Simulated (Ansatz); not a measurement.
**Si2H2OF2 (SMILES F[Si]1(F)O[SiH2]1): the vertical ionisation energy from total energies**

The species is Si2H2OF2 (7 atoms), meant as a singlet with charge 0. SMILES: `F[Si]1(F)O[SiH2]1`. The coordinates come from a PBE0-D4/def2-TZVP relaxation.

Both states at this one shape; open shells run unrestricted unless said. 1 Eh = 27.2114 eV.

| level | program | singlet Si2H2OF2 (Eh) | doublet [Si2H2OF2]+ (Eh) |
| --- | --- | --- | --- |
| BHLYP/def2-SVP | Ansatz | -854.720745 | -854.352779 |
| wB97X/def2-SVP | Ansatz | -854.754933 | -854.387123 |
| MP2/def2-SVP, 13 core orbitals frozen | Ansatz | -853.230808 | -852.868705 |
| CCSD/def2-SVP, 13 core orbitals frozen | Ansatz | -853.254742 | -852.893530 |

**Question.** Work out the vertical ionisation energy at each level.

**Answer.** 
1. BHLYP/def2-SVP: -854.352779 − (-854.720745) = 0.367966 Eh = 10.01 eV.
2. wB97X/def2-SVP: -854.387123 − (-854.754933) = 0.367810 Eh = 10.01 eV.
3. MP2/def2-SVP: -852.868705 − (-853.230808) = 0.362103 Eh = 9.85 eV.
4. CCSD/def2-SVP: -852.893530 − (-853.254742) = 0.361212 Eh = 9.83 eV.

No measured value is set beside it here; the levels span 9.83 to 10.01 eV.
